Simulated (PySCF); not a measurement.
IrO4, SMILES [O]=[Ir+]1(=[O])[O][O]1, charge +1, multiplicity 1.

The structure is a stationary point at B3LYP-D3(BJ)/def2-SVP. The multiplicity is an assumed one; other spin states were not compared. The def2 effective core potentials stand for the cores of Ir; spin–orbit coupling is left out.

All values below come from ωB97X/def2-TZVP (PySCF).

Symmetry labels are those of the subgroup C2v that the program uses (full group C2v).

Computed valence orbital energies around the gap with their symmetry:
```tsv
orbital	symmetry	energy (eV)
HOMO−7	A1	-24.25
HOMO−6	B1	-23.32
HOMO−5	B2	-22.72
HOMO−4	A1	-21.88
HOMO−3	B2	-20.38
HOMO−2	B1	-19.80
HOMO−1	A1	-19.50
HOMO	A2	-18.20
LUMO	A2	-10.32
LUMO+1	B1	-8.90
LUMO+2	A1	-8.61
LUMO+3	B2	-8.12
```
